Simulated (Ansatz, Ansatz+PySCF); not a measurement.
```xyz
3

N    -0.0044    0.0002   -0.3238
O    -0.0062    1.0874    0.1433
O     0.0036   -1.0974    0.1459
```

Basis set: def2-SVP (spherical functions). Frozen core: 3 orbitals. Correlation on ROHF uses semicanonical orbitals with singles. Charge 0, multiplicity 2.

Computed with Ansatz (development build ahead of 0.2.0); each method stands on the lowest determinant of its kind that the runs found.

The atomization energy at this shape (free ground-state atoms in the same class of orbitals less the molecule, no zero-point energy) of doublet NO2:

```tsv
method	atomization energy
ROHF-CCSD(T)	202.03 kcal/mol
UHF-CCSD(T)	201.56 kcal/mol
ROHF-MP2	226.01 kcal/mol
UHF-MP2	218.54 kcal/mol
UHF	54.69 kcal/mol
ROHF	57.98 kcal/mol
```

(1) What does ROHF-CCSD give?

## Answers

(1) 188.30 kcal/mol. Caution for UHF-MP2: another reference gives a lower total.
